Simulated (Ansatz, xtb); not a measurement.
Two isomers of C4H3F3N2

We compare X, `FC(F)(F)n1ccnc1`, a singlet, with Y, `FC(F)(F)c1c[nH]cn1`, a singlet. Both are isolated molecules in the gas phase, relaxed with PBE-D3(BJ)/def2-SVP.

Estimate which is lower in electronic energy at CCSD(T)/def2-SVP + ΔMP2/def2-TZVPP, and by roughly how much.

The CCSD(T)/def2-SVP + ΔMP2/def2-TZVPP calculation puts structure Y lower, by 26.3 kJ/mol.

How the difference moves with the method:

```
                             level             geometry  E(Y) − E(X) (kJ/mol)  departure from the last row (kJ/mol)  job, with rough time for the two
                          GFN2-xTB             GFN2-xTB                    +1.4                                 +27.6               optimisation, 0.2 s
                         HF/STO-3G             GFN2-xTB                    −0.9                                 +25.4              single point, 0.66 s
                r2SCAN-D4/def2-SVP             GFN2-xTB                   −26.8                                  −0.5               single point, 8.4 s
               PBE-D3(BJ)/def2-SVP  PBE-D3(BJ)/def2-SVP                   −25.0                                  +1.3                optimisation, 32 s
                       HF/def2-SVP  PBE-D3(BJ)/def2-SVP                   −20.9                                  +5.4           part of the CCSD(T) run
                      MP2/def2-SVP  PBE-D3(BJ)/def2-SVP                   −27.5                                  −1.2           part of the CCSD(T) run
                  CCSD(T)/def2-SVP  PBE-D3(BJ)/def2-SVP                   −22.9                                  +3.4                      single point
CCSD(T)/def2-SVP + ΔMP2/def2-TZVPP  PBE-D3(BJ)/def2-SVP                   −26.3                                                   single point, 3.5 min
```

As drawn, Y has 1 C–C, 1 N–H in place of 1 C–N, 1 C–H.

GFN2-xTB, HF/STO-3G find them nearly level. The largest departure from CCSD(T)/def2-SVP + ΔMP2/def2-TZVPP is that of GFN2-xTB, 27.6 kJ/mol. The last row adds to CCSD(T) the change of the MP2 difference between the two basis sets, here −3.4 kJ/mol.

With thermal terms from frequencies at re-optimised GFN2-xTB minima (ideal gas, soft modes damped towards free rotors, one conformer each, 298.15 K, 1 atm): the zero-point term adds +1.5 kJ/mol; ΔH is −24.6 and ΔG −24.9 kJ/mol.

The correlated steps freeze 9 core orbitals. Run with Ansatz 0.2.0, xtb 6.7.1; the last row on 2 threads of Arm Neoverse V1 on a shared host.
